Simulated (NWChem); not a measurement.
System: bromine monochloride (BrCl); SMILES ClBr

Input file for NWChem:

```
start job
memory heap 200 mb stack 900 mb global 1100 mb
geometry units angstroms noautosym nocenter noautoz
  Cl     0.000000     0.000000     1.451792
  Br     0.000000     0.000000    -0.712717
end
basis spherical
  Cl library def2-svp
  Br library def2-svp
end
dft
  xc pbe0
  iterations 150
end
cosmo
  dielec 2.4
end
task dft energy
```

Parts of the log:

```
             Northwest Computational Chemistry Package (NWChem) 7.3.0
             --------------------------------------------------------

                             Geometry "geometry" -> ""
                             -------------------------

 Output coordinates in angstroms (scale by  1.889725989 to convert to a.u.)

  No.       Tag          Charge          X              Y              Z
 ---- ---------------- ---------- -------------- -------------- --------------
    1 Cl                  17.0000     0.00000000     0.00000000     1.45179200
    2 Br                  35.0000     0.00000000     0.00000000    -0.71271700

 Effective nuclear repulsion energy (a.u.)     145.4650745988

                                 NWChem DFT Module
                                 -----------------

 Summary of "ao basis" -> "ao basis" (spherical)
 ------------------------------------------------------------------------------
       Tag                 Description            Shells   Functions and Types
 ---------------- ------------------------------  ------  ---------------------
 Cl                         def2-svp                 8       18   4s3p1d
 Br                         def2-svp                12       32   5s4p3d

 in cosmo_initialize ...

 solvent parameters
 solvname_short: unkn
 solvname_long:  unknown
 dielec:        2.4000

          ---------------
          -cosmo- solvent
          ---------------
 Cosmo: York-Karplus, doi: 10.1021/jp992097l
 dielectric constant -eps-     =   2.40
 screen = (eps-1)/(eps    )    =   0.58333
 surface charge correction     = lagrangian

   van der Waals surface
 --------------------------

 ---------- ATOMIC COORDINATES (A.U.) ------------ VDWR(ANG.) --
     1    0.00000000    0.00000000    2.74348907     2.050
     2    0.00000000    0.00000000   -1.34683984     2.160
 number of segments per atom =         32
 number of   points per atom =         32
 atom (   nspa,  nppa )
 ----------------------
    1 (     28,     0 )       0
    2 (     28,     0 )       0
 number of -cosmo- surface points =       56
 molecular surface =     85.691 angstrom**2
 molecular volume  =     66.931 angstrom**3
 G(cav/disp)       =      1.288 kcal/mol
 -lineq- algorithm             =   0
 -bem- low  level              =   2
 -bem- from -octahedral-
 gaussian surface charge width =   4.50000
 degree of switching           =   1.00000
 switching function tolerance  =   0.00010
 atomic radii =
 --------------
    1 17.000  2.050
    2 35.000  2.160
 ...... end of -cosmo- initialization ......

            General Information
            -------------------
          SCF calculation type: DFT
          Wavefunction type:  closed shell.
          No. of atoms     :     2
          No. of electrons :    52
           Alpha electrons :    26
            Beta electrons :    26
          Charge           :     0
          Spin multiplicity:     1
          Use of symmetry is: off; symmetry adaption is: off
          Maximum number of iterations: 150
          AO basis - number of functions:    50
                     number of shells:    20
          Convergence on energy requested:  1.00D-06
          Convergence on density requested:  1.00D-05
          Convergence on gradient requested:  5.00D-04

              XC Information
              --------------
                         PBE0 Method XC Functional
                     Hartree-Fock (Exact) Exchange  0.250
          PerdewBurkeErnzerhof Exchange Functional  0.750
            Perdew 1991 LDA Correlation Functional  1.000 local
           PerdewBurkeErnz. Correlation Functional  1.000 non-local

             Grid Information
             ----------------
          Grid used for XC integration:  medium
          Radial quadrature: Mura-Knowles
          Angular quadrature: Lebedev.
          Tag              B.-S. Rad. Rad. Pts. Rad. Cut. Ang. Pts.
          ---              ---------- --------- --------- ---------
          Cl                  1.00       88           7.0       590
          Br                  1.15      112           7.0       590
          Grid pruning is: on
          Number of quadrature shells:   200
          Spatial weights used:  Erf1

      Superposition of Atomic Density Guess
      -------------------------------------

 Sum of atomic energies:       -3031.40932772

      Non-variational initial energy
      ------------------------------

 Total energy =   -3031.480548
 1-e energy   =   -4507.313686
 2-e energy   =    1330.368064
 HOMO         =      -0.331918
 LUMO         =      -0.115487

[...]

                                   COSMO solvation results
                                   -----------------------

                 gas phase energy =     -3033.420559483744
                 sol phase energy =     -3033.421670019537
 (electrostatic) solvation energy =         0.001110535793 (    0.70 kcal/mol)

                       DFT Final Molecular Orbital Analysis
                       ------------------------------------

 Vector   24  Occ=2.000000D+00  E=-3.966292D-01
              MO Center= -2.7D-08,  3.1D-08,  6.2D-01, r^2= 2.1D+00
   Bfn.  Coefficient  Atom+Function         Bfn.  Coefficient  Atom+Function
  ----- ------------  ---------------      ----- ------------  ---------------
    12     -0.346904  1 Cl py                11      0.333228  1 Cl px
     9     -0.265803  1 Cl py                 8      0.255324  1 Cl px
    34     -0.248965  2 Br py                33      0.239150  2 Br px
    31     -0.233850  2 Br py                30      0.224631  2 Br px
    28      0.155461  2 Br py                 6     -0.154395  1 Cl py

 Vector   25  Occ=2.000000D+00  E=-3.050543D-01
              MO Center= -3.3D-09, -3.2D-09,  1.1D-01, r^2= 2.5D+00
   Bfn.  Coefficient  Atom+Function         Bfn.  Coefficient  Atom+Function
  ----- ------------  ---------------      ----- ------------  ---------------
    33      0.363278  2 Br px                34      0.340704  2 Br py
    30      0.332539  2 Br px                11     -0.327015  1 Cl px
    31      0.311875  2 Br py                12     -0.306695  1 Cl py
     8     -0.236482  1 Cl px                 9     -0.221787  1 Cl py
    27     -0.215153  2 Br px                28     -0.201783  2 Br py

 Vector   26  Occ=2.000000D+00  E=-3.050542D-01
              MO Center= -3.4D-08,  3.7D-08,  1.1D-01, r^2= 2.5D+00
   Bfn.  Coefficient  Atom+Function         Bfn.  Coefficient  Atom+Function
  ----- ------------  ---------------      ----- ------------  ---------------
    34     -0.363278  2 Br py                33      0.340704  2 Br px
    31     -0.332539  2 Br py                12      0.327015  1 Cl py
    30      0.311875  2 Br px                11     -0.306695  1 Cl px
     9      0.236482  1 Cl py                 8     -0.221787  1 Cl px
    28      0.215153  2 Br py                27     -0.201783  2 Br px

 Vector   27  Occ=0.000000D+00  E=-1.254638D-01
              MO Center=  6.8D-09, -8.0D-11,  1.7D-01, r^2= 2.8D+00
   Bfn.  Coefficient  Atom+Function         Bfn.  Coefficient  Atom+Function
  ----- ------------  ---------------      ----- ------------  ---------------
    35      0.662909  2 Br pz                13      0.641847  1 Cl pz
    32      0.444068  2 Br pz                10      0.355254  1 Cl pz
    29     -0.284051  2 Br pz                22      0.244494  2 Br s
     4     -0.222743  1 Cl s                  7      0.203349  1 Cl pz
     3     -0.185448  1 Cl s                 21     -0.145707  2 Br s

 Vector   28  Occ=0.000000D+00  E= 2.978931D-01
              MO Center=  7.3D-08, -8.3D-08, -5.7D-01, r^2= 2.7D+00
   Bfn.  Coefficient  Atom+Function         Bfn.  Coefficient  Atom+Function
  ----- ------------  ---------------      ----- ------------  ---------------
    22      1.933933  2 Br s                 23     -1.904612  2 Br s
    21     -0.536667  2 Br s                  3      0.419561  1 Cl s
    48      0.269747  2 Br d  0              35     -0.158275  2 Br pz
    13     -0.152823  1 Cl pz                 2     -0.134983  1 Cl s
    16      0.123181  1 Cl d  0               4     -0.118181  1 Cl s

 Vector   29  Occ=0.000000D+00  E= 4.390598D-01
              MO Center=  4.2D-09,  4.8D-09, -3.0D-01, r^2= 2.0D+00
   Bfn.  Coefficient  Atom+Function         Bfn.  Coefficient  Atom+Function
  ----- ------------  ---------------      ----- ------------  ---------------
    49     -0.649108  2 Br d  1              47      0.615115  2 Br d -1
    17      0.257794  1 Cl d  1              15     -0.244293  1 Cl d -1
    39      0.154816  2 Br d  1              37     -0.146708  2 Br d -1
     8     -0.132331  1 Cl px                 9     -0.125401  1 Cl py
     5     -0.053215  1 Cl px                 6     -0.050428  1 Cl py

     Multipole analysis of the density
     ---------------------------------

     L   x y z        total         alpha         beta         nuclear
     -   - - -        -----         -----         ----         -------
     0   0 0 0     -0.000000    -26.000000    -26.000000     52.000000

     1   1 0 0      0.000000      0.000000      0.000000      0.000000
     1   0 1 0     -0.000000     -0.000000     -0.000000      0.000000
     1   0 0 1     -0.255680      0.122200      0.122200     -0.500080

     2   2 0 0    -22.944816    -11.472408    -11.472408      0.000000
     2   1 1 0      0.000000      0.000000      0.000000      0.000000
     2   1 0 1     -0.000000     -0.000000     -0.000000      0.000000
     2   0 2 0    -22.944817    -11.472408    -11.472408      0.000000
     2   0 1 1     -0.000000     -0.000000     -0.000000      0.000000
     2   0 0 2    -20.073862   -105.758763   -105.758763    191.443663
```

Level: PBE0/def2-SVP, COSMO on the gas-phase geometry. Geometry: optimised at PBE0/def2-SVP. COSMO prints the solvation energy as gas minus solution, so a positive value is a stabilisation.
